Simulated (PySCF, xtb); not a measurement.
SiF2HI, SMILES F[SiH](F)I. Atoms are numbered in the order given.

```xyz
5

Si    -1.3351    -0.3765     0.0000
F     -1.9900     0.3196    -1.2960
F     -1.9900     0.3196     1.2960
I      1.0597     0.0252     0.0000
H     -1.6518    -1.8142     0.0000
```
Charge 0, spin multiplicity 1.

Geometry optimised at B3LYP-D3(BJ)/def2-SVP. The def2 effective core potentials stand for the cores of I; spin–orbit coupling is left out.

Method: IEF-PCM-B3LYP/def2-SVP in PySCF 2.14.0.

The values are the electrostatic part of the solvation free energy, E(continuum) − E(gas) at the gas-phase geometry, in a cavity of scaled van der Waals radii (PySCF's table); cavitation and dispersion terms are not included. In vacuum the orbital gap is 7.20 eV. The dipole moment in vacuum is 1.32 D.

Computed values in water (ε = 78.36), ethanol (ε = 24.85), cyclohexanone (ε = 15.62):
| solvent | ε | ΔG(elec) (kcal/mol) | dipole (D) | gap (eV) |
|---|---|---|---|---|
| water | 78.36 | -2.1 | 1.62 | 7.27 |
| ethanol | 24.85 | -2.0 | 1.61 | 7.27 |
| cyclohexanone | 15.62 | -1.9 | 1.59 | 7.26 |

For comparison, GFN2-xTB/ALPB(water) (xtb, at the GFN2-xTB geometry, all terms of that model) gives 0.2 kcal/mol.
